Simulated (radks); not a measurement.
Values are calculated unless marked as measured or tabulated.
Task: These are the eigenvalues of the occupied orbitals of an atom or ion with whole-number occupations (hartree). Code: a radial shooting solver on a logarithmic mesh with Libxc functionals. Model: scalar-relativistic Kohn-Sham, LDA (Slater exchange, Perdew-Zunger correlation), spin-polarised, spherical densities, point nucleus.

orbital  eigenvalue
1s        -129.2762
2s        -13.17400
2p        -10.51958
3s         -1.51982
3p         -0.91765

Which element is it, and in what charge state? The configuration may be excited. Open shells, if any, are filled with parallel spins first.

Result: Z = 19, potassium, charge +1: K+ in [Ar]. The list shows which subshells hold electrons but not how many an open one holds; the 1s level, -129.28 hartree, gives Z - s = 16.1 by -(Z - s)^2/2, which with screening and relativity narrows Z to a few neighbours, and the depths of the outer levels then fix element, charge and occupations together.
